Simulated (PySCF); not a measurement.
Species: 1-bromo-2-methylbutane, C₅H₁₁Br.
Numbering: `[CH3:1][CH2:2][C@H:3]([CH3:4])[CH2:5][Br:6]` (hydrogens: H7, H8, H9 on C1; H10, H11 on C2; H12 on C3; H13, H14, H15 on C4; H16, H17 on C5)

Structure used (PBE0-D3(BJ)/def2-SVP), in Å, numbered top down from 1:
```
atom  x, y, z in Å
C1     2.124   -0.704    0.024
C2     0.903   -0.122   -0.670
C3    -0.259    0.214    0.267
C4    -0.851   -1.028    0.931
C5    -1.377    0.951   -0.454
Br6   -0.852    2.709   -1.110
H7     1.917   -1.679    0.489
H8     2.948   -0.852   -0.690
H9     2.490   -0.029    0.814
H10    1.192    0.798   -1.203
H11    0.540   -0.822   -1.445
H12    0.121    0.883    1.060
H13   -0.093   -1.564    1.520
H14   -1.674   -0.767    1.614
H15   -1.246   -1.729    0.178
H16   -2.230    1.136    0.212
H17   -1.730    0.393   -1.333
```

Method used: core-valence-separated Tamm–Dancoff BHandHLYP/aug-pcX-1 (pcseg-1 on H, def2-SVPD on Br) in PySCF, non-relativistic, gas phase, PBE0-D3(BJ)/def2-SVP geometry. The energies are unshifted.

The lowest roots of each edge with f over 0.003 (five at most, numbered afresh; weaker and dark ones are left out), with transition dipoles (au) in the frame of the coordinates:

```json
{"root": "1", "edge": "C", "E (eV)": "284.15", "f": "0.0676", "μx": "0.0295", "μy": "0.0878", "μz": "-0.0335"}
{"root": "2", "edge": "C", "E (eV)": "285.32", "f": "0.0080", "μx": "-0.0289", "μy": "0.0122", "μz": "-0.0129"}
{"root": "3", "edge": "C", "E (eV)": "285.39", "f": "0.0074", "μx": "0.0187", "μy": "0.0228", "μz": "-0.0136"}
{"root": "4", "edge": "C", "E (eV)": "285.63", "f": "0.0186", "μx": "0.0063", "μy": "0.0157", "μz": "0.0487"}
{"root": "5", "edge": "C", "E (eV)": "285.89", "f": "0.0157", "μx": "0.0251", "μy": "0.0183", "μz": "0.0357"}
```

Problem. Molecules are fixed in this frame and the field points along (0, 1, 1)/√2. What effective strengths 3 f cos²θ do the roots have (θ between field and μ)?

Solution. root 1 (C5): 0.031, root 2 (C1): 0.000, root 3 (C4): 0.001, root 4 (C2): 0.044, root 5 (C3): 0.031. Root 4 is the strongest. Averaged over all orientations cos²θ is 1/3, which gives f back.

 Relativistic effects, spin–orbit coupling among them, are left out although an element past zinc is present.

Rough CPU time on one thread of a shared machine: about 80 s.

One conformer stands for the species.
